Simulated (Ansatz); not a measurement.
`CC(F)C(F)(F)F` → `CC(F)F` + `F[C]F`  (difluorocarbene loss)

Calculated with Ansatz (gas phase, PBE0-D4/def2-TZVP geometries, no zero-point term in ΔE). CCSD(T)/CBS is the MP2 limit (def2-TZVPP, def2-QZVPP) plus CCSD(T) − MP2 in def2-TZVPP, frozen cores. This one scheme is used for every species.

| species | CCSD(T)/CBS(def2) energy (Eh) |
| --- | --- |
| `CC(F)C(F)(F)F` | -515.74039 |
| `CC(F)F` | -278.09861 |
| `F[C]F` | -237.54028 |

(1) Work out ΔE.

Largest T1 diagnostic among the species: 0.017.

Results:

(1) ΔE = (-278.09861) + (-237.54028) − (-515.74039) = 0.10150 Eh = +63.7 kcal/mol.

The D4 term adds +3.0 kcal/mol with B3LYP and +1.6 kcal/mol with PBE0; it sums over pairs of atoms, weighted by their polarisabilities, and B3LYP, whose exchange is more repulsive, gets the larger term. From PBE to PBE0 (25 % exact exchange), in def2-TZVPP and without D4, ΔE moves by +4.3 kcal/mol.

B3LYP here is the variant with VWN-RPA as its local correlation; programs differ in this.
